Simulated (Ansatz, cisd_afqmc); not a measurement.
System: Al, charge -1, triplet.

Total energies in aug-cc-pV(T+d)Z, 4 correlated electrons, 5 frozen orbitals. UHF or UKS for unpaired electrons; spin-orbit terms are left out. Cores are frozen in correlated methods. No relativity. AFQMC/CISD: phaseless, guided by CISD from CCSD amplitudes; bars are statistical, one sigma. Outlying blocks are dropped, and bars are widened where a walk drifts. Over all cases where full CI ran beside it in this data, AFQMC minus full CI had a median of +0.1 mEh and passed +0.4 mEh in a tenth of the cases. Full CI freezes restricted core orbitals and the other rows unrestricted ones, which leaves a small offset even where coupled cluster is exact.

```json
[
 {"method": "HF", "program": "Ansatz", "energy (Eh)": "-241.87981", "error against FCI (mEh)": "68.53"},
 {"method": "MP2", "program": "Ansatz", "energy (Eh)": "-241.92871", "error against FCI (mEh)": "19.62"},
 {"method": "CCSD", "program": "Ansatz", "energy (Eh)": "-241.94419", "error against FCI (mEh)": "4.15"},
 {"method": "CCSD(T)", "program": "Ansatz", "energy (Eh)": "-241.94722", "error against FCI (mEh)": "1.12"},
 {"method": "CCSDT(Q)", "program": "Ansatz", "energy (Eh)": "-241.94832", "error against FCI (mEh)": "0.02"},
 {"method": "CCSDTQ", "program": "Ansatz", "energy (Eh)": "-241.94835", "error against FCI (mEh)": "-0.01"},
 {"method": "AFQMC/CISD", "program": "cisd_afqmc", "energy (Eh)": "-241.9477 ± 0.0001", "error against FCI (mEh)": "0.6 ± 0.1"},
 {"method": "FCI", "program": "Ansatz", "energy (Eh)": "-241.94834", "error against FCI (mEh)": "0.00"}
]
```

Ansatz is an electronic-structure program.
